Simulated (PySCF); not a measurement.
SMILES C[Si](C)(C)[Te], doublet (CAM-B3LYP/def2-SVP optimised geometry):

```
14

C      1.611    -0.646     0.000
Si    -0.268    -0.646     0.000
C     -0.912     1.119     0.000
C     -0.928    -1.589     1.488
Te    -1.121    -1.871    -2.044
H      1.992    -0.127     0.895
H      2.007    -1.672     0.000
H      2.012    -0.129    -0.885
H     -0.567     1.672    -0.887
H     -2.012     1.139     0.003
H     -0.553     1.655     0.894
H     -0.582    -1.100     2.414
H     -2.028    -1.602     1.504
H     -0.570    -2.629     1.501
```

Computed with PySCF with unrestricted CAM-B3LYP/def2-TZVP, def2 effective core potentials past Kr.

**Question.** What are the frontier orbital energies (α orbitals alone; a β orbital can be the lowest empty one) and the dipole moment?

**Answer.** HOMO-2 -9.02 eV, HOMO-1 -8.39 eV, HOMO -7.47 eV, LUMO 1.29 eV, LUMO+1 1.60 eV; dipole moment 2.00 D.

On the same geometry unrestricted PBE/def2-TZVP, def2 effective core potentials past Kr (PySCF 2.14.0) gives HOMO-2 -6.78 eV, HOMO-1 -6.07 eV, HOMO -5.21 eV, LUMO -0.52 eV, LUMO+1 0.11 eV; dipole moment 2.01 D.
